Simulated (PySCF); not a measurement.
C₆H₉BF₂.
Z-matrix (Å and degrees, PBE0-D3(BJ)/def2-SVP geometry), rows numbered from 1:
```
C 
C   1  1.3320
F   2  1.3430  1  120.88
C   2  1.4596  1  127.20  3  -179.60
F   4  1.3388  2  112.70  1     2.84
C   4  1.3357  2  124.78  1  -178.37
B   6  1.5711  4  126.04  2     1.11
C   7  1.5697  6  119.88  4    84.45
C   7  1.5712  6  118.97  4  -101.15
H   1  1.0902  2  120.66  3     0.01
H   1  1.0887  2  119.25  3  -179.93
H   6  1.0976  4  115.51  2  -177.01
H   8  1.0993  7  114.24  6   -31.10
H   8  1.1082  7  105.63  6    85.66
H   8  1.1007  7  113.41  6  -158.32
H   9  1.1009  7  113.76  6  -150.02
H   9  1.1075  7  104.70  6    94.34
H   9  1.0997  7  114.79  6   -21.90
```

Level of theory: PySCF 2.14.0, PBE0-D3(BJ)/def2-SVP geometry optimisation, gas phase.

Take the most abundant isotopes and a rigid rotor. The values belong to one conformer with, in the numbering `[CH2:1]=[C:2]([F:3])/[C:4]([F:5])=[CH:6]\[B:7]([CH3:8])[CH3:9]`, C1–C2–C4–F5 3°.

(1) Give the principal moments of inertia and the rotational constants in MHz.

(2) What kind of rotor is it?

(3) What does the inertial defect say?

(4) Which lines would a microwave search look for?

## Answers

(1) Ia = 210.92, Ib = 461.98, Ic = 549.00 u·Å²; 505379 MHz·u·Å²/I gives A = 2396, B = 1094, C = 920.5 MHz.

(2) An asymmetric top; Ray's κ = -0.765.

(3) Not planar: Δ = Ic − Ia − Ib = -123.90 u·Å². For a rigid frame Δ = −2 Σ m c², so Σ m c² = 61.95 u·Å² lies off the ab plane: 18.07 from hydrogen and 43.88 from heavier atoms. The atom farthest from that plane is 2.12 Å away.

(4) The dipole components are |μa| = 0.44 D, |μb| = 0.14 D, |μc| = 0.01 D. Intensities carry the squares of the components, which stand as 1.00 : 0.11 : 0.00 (a : b : c). Some lines, for components of 0.1 D or more:

| type | branch | J(Ka,Kc) | MHz | lower level (cm⁻¹) |
| --- | --- | --- | --- | --- |
| a | Q | 2(1,1) ← 2(1,2) | 520 | 0.239 |
| a | Q | 3(1,2) ← 3(1,3) | 1039 | 0.432 |
| b | Q | 1(1,0) ← 1(0,1) | 1475 | 0.067 |
| b | Q | 2(1,1) ← 2(0,2) | 1665 | 0.201 |
| b | R | 2(0,2) ← 1(1,1) | 2711 | 0.111 |
| b | R | 1(1,1) ← 0(0,0) | 3317 | 0.000 |
| b | Q | 3(2,1) ← 3(1,2) | 3737 | 0.467 |
| a | R | 2(1,2) ← 1(1,1) | 3856 | 0.111 |
| b | Q | 2(2,0) ← 2(1,1) | 3922 | 0.257 |
| a | R | 2(0,2) ← 1(0,1) | 4013 | 0.067 |
| b | Q | 2(2,1) ← 2(1,2) | 4426 | 0.239 |
| b | Q | 3(2,2) ← 3(1,3) | 4696 | 0.432 |
| b | R | 3(0,3) ← 2(1,2) | 4835 | 0.239 |
| b | R | 2(1,2) ← 1(0,1) | 5158 | 0.067 |
| a | R | 3(0,3) ← 2(0,2) | 5980 | 0.201 |
| a | R | 3(2,1) ← 2(2,0) | 6107 | 0.387 |
| b | Q | 3(3,0) ← 3(2,1) | 6875 | 0.591 |
| b | R | 3(1,3) ← 2(0,2) | 6919 | 0.201 |
| b | Q | 3(3,1) ← 3(2,2) | 6954 | 0.588 |
| b | R | 2(2,1) ← 1(1,0) | 8109 | 0.116 |
| b | R | 2(2,0) ← 1(1,1) | 8298 | 0.111 |
| b | R | 3(2,2) ← 2(1,1) | 9950 | 0.257 |
| b | R | 3(2,1) ← 2(1,2) | 10550 | 0.239 |
| b | R | 3(3,1) ← 2(2,0) | 12981 | 0.387 |
| b | R | 3(3,0) ← 2(2,1) | 12998 | 0.387 |

No PBE0-D3(BJ)/def2-SVP frequencies stand behind this structure, so it isn't proved a minimum. Constants of a rigid frame at the computed geometry: no zero-point averaging, no centrifugal distortion. A rigid rotor knows nothing of internal rotation, which can split or shift real lines. Quadrupole hyperfine structure (11B) is left out.
